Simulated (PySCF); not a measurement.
B(Me)2(vinyl) (C4H9B), SMILES C=CB(C)C.

Coordinates come from a B3LYP-D3(BJ)/def2-SVP optimisation. One conformer was computed; it need not be the lowest.

Computed with B3LYP-D3(BJ)/def2-SVP in PySCF.

Frequencies are harmonic and unscaled.

```
mode  ν (cm⁻¹)  IR (km/mol)  Raman (Å⁴/amu)  depolarisation  moving atoms (share of kinetic energy)
----  --------  -----------  --------------  --------------  --------------------------------------
1           50          0.3             0.8            0.75                           H 91 %, C 9 %
2           68          0.1             5.5            0.75                          C 53 %, H 45 %
3          112          2.1             0.5            0.70                                  H 96 %
4          244          0.0             1.5            0.54                          C 58 %, H 34 %
5          315          0.2             0.8            0.62                          C 52 %, H 42 %
6          345          0.9             3.4            0.74                          H 65 %, B 32 %
7          451          0.4             3.1            0.36                   C 59 %, H 32 %, B 9 %
8          556          1.8             4.2            0.75                          H 73 %, C 22 %
9          660          0.4             4.4            0.10                          H 54 %, C 46 %
10         698          1.6             3.7            0.13                          H 55 %, C 44 %
11         829          1.7             1.4            0.47                          H 74 %, C 24 %
12         854          7.4             1.5            0.46                          H 59 %, C 33 %
13         927         32.1             0.4            0.66                  B 39 %, H 39 %, C 22 %
14        1007         10.1             4.2            0.72                   H 74 %, C 18 %, B 9 %
15        1011         24.7             0.6            0.73                          H 74 %, C 26 %
16        1057          7.5             0.2            0.74                          H 88 %, C 12 %
17        1144         81.7             1.6            0.74                  B 51 %, H 37 %, C 12 %
18        1199         59.8             1.2            0.29                  B 47 %, H 42 %, C 12 %
19        1303         12.5             2.9            0.60                          H 75 %, C 24 %
20        1313         54.3            15.2            0.34                          H 66 %, C 28 %
21        1328         94.0            13.6            0.67                  H 60 %, C 27 %, B 13 %
22        1422          2.9            15.0            0.72                                  H 95 %
23        1429          9.3            15.9            0.69                                  H 93 %
24        1435         52.8            24.4            0.51                          H 79 %, C 15 %
25        1444          3.0            13.0            0.73                                  H 92 %
26        1449          5.8             7.1            0.70                                  H 93 %
27        1674         52.4            41.7            0.19                          C 83 %, H 16 %
28        2996          1.6           133.0            0.04                                  H 96 %
29        3007          2.0           171.4            0.03                                  H 96 %
30        3066          8.4           112.0            0.54                           H 92 %, C 8 %
31        3068         17.2            69.9            0.75                           H 92 %, C 8 %
32        3102         22.5            61.5            0.55                                  H 93 %
33        3113         24.5            85.2            0.74                           H 91 %, C 9 %
34        3116         15.8            63.3            0.56                           H 91 %, C 9 %
35        3121         25.4           177.0            0.15                                  H 93 %
36        3207         14.2            76.2            0.70                          H 89 %, C 11 %
```
